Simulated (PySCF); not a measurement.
CH4Cl2NTa, SMILES [CH3][Ta](=[NH])([Cl])[Cl], multiplicity 1.

Coordinates come from a PBE0-D3(BJ)/def2-SVP optimisation. The multiplicity is an assumed one; other spin states were not compared. The def2 effective core potentials stand for the cores of Ta; spin–orbit coupling is left out.

The numbers are results of PBE0-D3(BJ)/def2-SVP (PySCF), not measurements.

Frequencies are harmonic and unscaled.

Computed normal modes with their intensities:
```tsv
mode	ν (cm⁻¹)	IR (km/mol)	moving atoms (share of kinetic energy)
1	93	1.7	Cl 78 %, Ta 15 %
2	122	1.2	Cl 46 %, Ta 23 %, C 14 %, H 9 %, N 8 %
3	133	0.3	C 41 %, H 37 %, Cl 19 %
4	161	0.0	H 87 %
5	199	0.7	N 62 %, Cl 18 %, H 16 %
6	222	1.9	N 46 %, H 29 %, C 18 %
7	383	27.4	Cl 89 %, Ta 10 %
8	398	65.5	Cl 69 %, Ta 25 %
9	543	17.8	H 77 %, C 18 %
10	544	36.0	C 69 %, H 24 %
11	568	168.8	H 83 %, N 17 %
12	592	104.6	H 84 %, N 11 %
13	673	35.4	H 73 %, C 16 %, N 10 %
14	1024	109.2	N 84 %, Ta 8 %
15	1190	13.2	H 78 %, C 22 %
16	1391	12.2	H 94 %
17	1396	13.5	H 95 %
18	3029	4.1	H 97 %
19	3140	1.5	H 91 %, C 9 %
20	3150	0.1	H 91 %, C 9 %
21	3688	208.2	H 92 %
```
